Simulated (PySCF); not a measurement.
Delta-SCF ions had no search for a lower state. Excitations are Tamm–Dancoff values on a coarser integration grid. The basis has no diffuse functions, so Rydberg states are missing or too high.

Cartesian coordinates (Å):
SMILES: N#CN
```xyz
5

N      1.8784    -0.2241     0.5090
C      0.7460    -0.0890     0.2998
N     -0.5454     0.0650    -0.0102
H     -1.1394    -0.7134     0.2395
H     -0.9396     0.9614     0.2391
```
Charge 0, multiplicity 1.

**Question.** Predict the total energy, S1 excitation (TDA), LUMO, vertical ionisation energy (Delta-SCF), HOMO, T1 excitation (TDA), HOMO–LUMO gap and S1–T1 gap (TDA) from r2SCAN-D4/def2-TZVP (PySCF).

**Answer.** 
```
Item                                           Value
--------------------------------------  ------------
total energy                            -148.7618 Ha
S1 excitation (TDA)                          6.94 eV
LUMO                                         0.06 eV
vertical ionisation energy (Delta-SCF)      10.58 eV
HOMO                                        -6.91 eV
T1 excitation (TDA)                          6.25 eV
HOMO–LUMO gap                                6.97 eV
S1–T1 gap (TDA)                              0.69 eV
```
